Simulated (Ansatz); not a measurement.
BClH₂S₂ (`SB(S)Cl`), relaxed with RKS PBE0-D4/def2-TZVP in Ansatz from a PBE-D4/def2-SVP geometry. The force threshold is 0.005 eV/Å; the program also tests the step.

Total charge 0; spin multiplicity 1.

Start:

```xyz
6

S    -1.217   -0.664    0.537
B     0.167    0.137   -0.313
S     1.660    0.639    0.579
Cl    0.135    0.470   -2.053
H    -2.007   -0.800   -0.564
H     1.262    0.217    1.814
```

Task: How much energy does the relaxation release, and in how many steps? (Estimate.)

Result: Computed: 0.02 eV, in 7 steps, 1 of them rejected.

Task: Which bonds change most? (Best estimate.)

Result: Ansatz gave: S3–H6 from 1.364 to 1.344 Å; S1–H5 from 1.362 to 1.343 Å; B2–Cl4 from 1.772 to 1.755 Å; S1–B2 from 1.811 to 1.795 Å.

Task: Give the relaxed structure. (An estimate is asked.)

Result: The calculation gave: 
```xyz
6

S    -1.207   -0.655    0.529
B     0.167    0.138   -0.312
S     1.644    0.634    0.579
Cl    0.136    0.466   -2.036
H    -1.990   -0.796   -0.553
H     1.251    0.213    1.793
```
